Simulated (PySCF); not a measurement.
CH₁₀O₂Si₃.

```xyz
16

C      2.2500    -0.2430     0.8630
Si     1.3277     0.4899    -0.5987
O      1.3847    -0.4819    -1.9675
Si    -0.9137     0.7137     0.0353
O     -1.0920     1.4768     1.5283
Si    -1.6948    -1.4671     0.2951
H      3.3253    -0.3581     0.6538
H      2.1322     0.4146     1.7407
H      1.8425    -1.2308     1.1342
H      1.9636     1.7777    -0.9984
H      0.8465    -1.2799    -1.9553
H     -1.7206     1.3917    -1.0306
H     -0.8037     2.3947     1.5692
H     -0.9729    -2.1368     1.4180
H     -3.1649    -1.5718     0.5225
H     -1.3572    -2.2123    -0.9621
```

Geometry optimised at ωB97X-D3(BJ)/def2-SVP. The structure was generated by enumeration; whether it is a known compound was not checked. One conformer was computed; it need not be the lowest.

All values below come from PBE/pcSseg-1 (PySCF). Non-relativistic, no solvent.

Computed absolute GIAO shielding of each atom: isotropic value and principal components (ppm):
```tsv
atom	σ(iso)	σ11	σ22	σ33	span
C1	178.1	164.4	182.6	187.3	23.0
Si2	339.2	270.9	339.9	407.0	136.1
O3	301.9	265.5	298.4	341.7	76.2
Si4	348.1	259.9	314.9	469.4	209.6
O5	336.7	279.7	338.7	391.5	111.8
Si6	453.6	444.2	455.9	460.6	16.3
H7	30.4	26.4	27.5	37.1	10.7
H8	31.0	26.8	29.4	37.0	10.2
H9	30.7	26.5	29.9	35.7	9.2
H10	25.9	23.2	24.1	30.3	7.1
H11	31.3	22.7	28.5	42.7	20.0
H12	25.3	22.5	24.4	29.0	6.5
H13	31.8	23.4	26.8	45.2	21.8
H14	27.5	24.1	26.6	31.8	7.7
H15	27.4	24.3	24.8	33.2	9.0
H16	28.0	24.6	27.3	32.2	7.7
```
